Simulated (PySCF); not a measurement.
Cl3H3SiSn, SMILES [SiH3][Sn]([Cl])([Cl])[Cl].

Geometry optimised at r2SCAN-D4/def2-SVP. The structure was generated by enumeration; whether it is a known compound was not checked. The def2 effective core potentials stand for the cores of Sn; spin–orbit coupling is left out.

The numbers are results of PySCF with PBE/def2-TZVP, not measurements.

- total energy: -1885.67380 hartree
- point group: C3v
- highest occupied level: -7.52 eV
- lowest empty level: -3.32 eV
- orbital gap: 4.21 eV
- dipole moment: 4.00 D
- quadrupole, principal values (traceless, Buckingham form, about the centre of nuclear charge): -4.44, -4.44, 8.87 D·Å
- mean static polarisability: 111.0 bohr³ (16.45 Å³)
- polarisability, principal values: 105.1, 105.1, 122.8 bohr³
